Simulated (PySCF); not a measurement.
Gas-phase equilibrium of 1 mol H2O, 0.96 mol O2 at 2000 K and 1.01 bar, among 9 species (O2, O, HO2, H2O, H, H2O2, O3, H2, OH). Only gases are allowed; each row takes one source of thermochemistry for all species, and Cantera finds the minimum.

Method: PySCF energies plus ideal-gas RRHO corrections (1 bar). The comparison is the NASA 1993 polynomial table, which mixes measured and estimated data. † marks an energy on the PBE0/def2-TZVP geometry and frequencies; other levels use their own. MP2 and CCSD(T) freeze the core. 6-31G* has spherical d functions here. Open shells (unrestricted) among the columns below: O2 (multiplicity 3), O (multiplicity 3, electronic degeneracy 9), HO2 (multiplicity 2), H (multiplicity 2), OH (multiplicity 2, electronic degeneracy 4); the rest are closed-shell singlets. Spin-orbit splitting is ignored; it lowers the true energy and changes the entropy of O, OH. MP2 isn't extrapolated to the basis-set limit. CCSD(T) isn't extrapolated to the basis-set limit. The harmonic model lacks anharmonicity and excited electronic states, which grow with temperature; levels with a mode under 35 cm⁻¹ are left out. The table's entry may be an old estimate for HO2, OH (not checked at source).

Molecules larger than those listed are left out.

Mole fractions:

```
thermochemistry          x O  x H2O    x O2     x H2    x OH      x H   x HO2
-------------------  -------  -----  ------  -------  ------  -------  ------
table                0.00046   0.51    0.49  0.00021  0.0057   2.3e-5  1.2e-5
BLYP/def2-TZVP†       8.2e-5   0.50    0.49   0.0031  0.0053   9.6e-5  2.1e-5
CCSD(T)/def2-TZVPP†   0.0012   0.50    0.49  0.00032  0.0094   3.5e-5  1.1e-5
HF/6-31G*               0.66  0.083  9.7e-5     0.14   0.095    0.022  1.2e-8
M06-2X/def2-TZVP†    0.00041   0.51    0.49  0.00054  0.0067   4.7e-5  1.2e-5
MP2/def2-SVP†        0.00057   0.51    0.49   0.0010  0.0042  0.00022  1.4e-6
PBE0/def2-QZVP†      0.00032   0.50    0.49  0.00040  0.0075   6.4e-5  1.5e-5
```
The most sensitive of these is O: it spans a factor of 10^3.9 over these rows; at this temperature one factor of ten is RT ln 10 = 38 kJ/mol.
